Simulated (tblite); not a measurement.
Species: C₇H₁₁FSi₂.
SMILES with atom numbers: `[CH:1]#[C:2][C@@:3]1([F:4])[SiH2:5][CH2:6][CH:7]=[C:8]1[SiH2:9][CH3:10]` (hydrogens: H11 on C1; H12, H13 on Si5; H14, H15 on C6; H16 on C7; H17, H18 on Si9; H19, H20, H21 on C10)

Computed geometry: GFN2-xTB, gas phase.

(1) Give the optimised bond lengths and angles.

Results:

(1) 
```json
{"bond": "C1≡C2", "length (pm)": "119.8"}
{"bond": "C2–C3", "length (pm)": "144.3"}
{"bond": "C3–F4", "length (pm)": "140.6"}
{"bond": "C3–Si5", "length (pm)": "194.0"}
{"bond": "Si5–C6", "length (pm)": "190.6"}
{"bond": "C6–C7", "length (pm)": "150.2"}
{"bond": "C7=C8", "length (pm)": "132.9"}
{"bond": "C8–Si9", "length (pm)": "188.7"}
{"bond": "Si9–C10", "length (pm)": "189.6"}
{"bond": "C3–C8", "length (pm)": "151.3"}
{"bond": "C1–H11", "length (pm)": "104.9"}
{"bond": "Si5–H12", "length (pm)": "146.2"}
{"bond": "Si5–H13", "length (pm)": "146.1"}
{"bond": "C6–H14", "length (pm)": "109.1"}
{"bond": "C6–H15", "length (pm)": "109.3"}
{"bond": "C7–H16", "length (pm)": "108.1"}
{"bond": "Si9–H17", "length (pm)": "147.0"}
{"bond": "Si9–H18", "length (pm)": "146.8"}
{"bond": "C10–H19, C10–H20, C10–H21", "length (pm)": "108.6"}
```

Bonds in one row agree within 1 pm and their mean is given. A selection of angles:
```json
{"angle": "C1–C2–C3", "degrees": "178.3"}
{"angle": "C2–C3–F4", "degrees": "109.0"}
{"angle": "C2–C3–Si5", "degrees": "111.2"}
{"angle": "C2–C3–C8", "degrees": "110.0"}
{"angle": "F4–C3–Si5", "degrees": "112.0"}
{"angle": "F4–C3–C8", "degrees": "109.8"}
{"angle": "Si5–C3–C8", "degrees": "104.8"}
{"angle": "C3–Si5–C6", "degrees": "91.1"}
{"angle": "Si5–C6–C7", "degrees": "103.9"}
{"angle": "C6–C7–C8", "degrees": "120.6"}
{"angle": "C7–C8–Si9", "degrees": "125.4"}
{"angle": "C3–C8–C7", "degrees": "115.5"}
{"angle": "C3–C8–Si9", "degrees": "119.0"}
{"angle": "C8–Si9–C10", "degrees": "110.6"}
```

Torsions: C2–C3–Si5–C6 101° (anticlinal); C3–Si5–C6–C7 17° (synperiplanar); Si5–C6–C7–C8 -12° (synperiplanar); C6–C7–C8–Si9 175° (antiperiplanar); C7–C8–Si9–C10 136° (anticlinal); C2–C3–C8–C7 -104° (anticlinal).

Of the pairs four or more bonds apart, C2···C10 is among the closest relative to their van der Waals radii: 3.35 Å, 99 % of the sum of Bondi's values. The C–C distances run from 1.198 Å (C1≡C2, drawn triple) to 1.513 Å (C3–C8, drawn single), a spread of 0.315 Å. The C–Si distances run from 1.887 Å (C8–Si9, drawn single) to 1.940 Å (C3–Si5, drawn single), a spread of 0.053 Å. Si5 (SiH2 silicon) has angles from 91.1° to 114.7°. The 5-membered ring C3–Si5–C6–C7–C8 has internal angles of 91.1° to 120.6°; it is puckered, 0.11 Å rms from its mean plane, widest ring torsion 18°. Si9 (SiH2 silicon) is tetrahedral (angles from 106.9° to 110.8°).

Point group: C1 (no symmetry element, even within 0.4 Å). Its GFN2-xTB frequencies are all real (lowest 25 cm⁻¹). The numbers are those of one conformer. 3 starts were optimised and ended at 0.00, 0.32 and 0.40 kcal/mol (GFN2-xTB); the lowest of these is shown.
